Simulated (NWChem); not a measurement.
Species: oxalic acid (C2H2O4); SMILES O=C(O)C(=O)O

```xyz
8

O      1.0703     1.4032    -0.0115
C     -0.1132     0.7639     0.0004
O     -1.1994     1.2998     0.0113
C      0.1132    -0.7639     0.0004
O     -1.0703    -1.4032    -0.0115
O      1.1994    -1.2998     0.0113
H      0.8534     2.3613    -0.0092
H     -0.8534    -2.3613    -0.0092
```
Atoms are numbered in this order, from 1.

Level: PBE-D3(BJ)/def2-SVP (NWChem), optimised geometry, unscaled harmonic frequencies. 

```csv
frequency (cm⁻¹),IR intensity (km/mol)
45,3.9
254,5.3
403,13.3
420,0.0
518,0.1
625,126.5
642,0.0
685,228.7
777,0.0
805,0.0
1124,433.8
1173,0.0
1300,38.0
1386,0.0
1812,471.9
1820,0.1
3629,0.0
3629,139.2
```

zero-point energy: 30.1 kcal/mol
thermal correction to the enthalpy at 298.15 K (with zero-point energy): 34.2 kcal/mol
heat capacity Cv: 18.7 cal/(mol K)
entropy at 298.15 K and 1 atm (symmetry number 2): 75.2 cal/(mol K)
dipole moment: 0.03 D

Rigid rotor and harmonic oscillator; modes under 100 cm⁻¹ make the entropy uncertain.
